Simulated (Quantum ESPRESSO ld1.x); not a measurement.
Values are calculated unless marked as measured or tabulated.
One sound ld1.x (Quantum ESPRESSO 7.5) input for neutral neodymium gives E = -9286.394 hartree in 33 iterations:

```
 &input
    zed=60.0,
    iswitch=1,
    rel=0,
    dft='PBE',
    config='[Xe] 4f4 6s2',
    prefix='ld1',
    max_out_wfc=37,
    file_charge='ld1.rho',
 /
```

Changed or added lines, one case at a time, and what came of them:

- beta=0.001: not converged. So little new potential is mixed in that the limit of 200 iterations comes first; the energy is off by +0.2169 hartree.
- config='[Xe] 4f4 6s2 7d-1': harmless. A negative occupation marks a state as unused; the result equals that of the sound run.
- config='[Xe] 4f4 6s2 6s2': refused. The program stops in el_config with "wavefunction 6S found too many times": a shell may stand twice only as spin up and down (lsd = 1) or as its two j (rel = 2, l > 0), within their capacities.
- lsd=2: refused. The program stops in ld1_readin with "lsd not correct": lsd takes 0 or 1.
- beta=1.0: harmless. The Broyden-type mixing copes: 16 iterations against 33, same energy.
- relativistic=1: refused. The program stops in ld1_readin with "reading input namelist": the namelist holds a keyword that &input does not know.
- dx=0.06: inaccurate. The radial step is too large to integrate the orbitals; the run ends without a warning, but the energy is off by -0.09138 hartree against the default mesh.
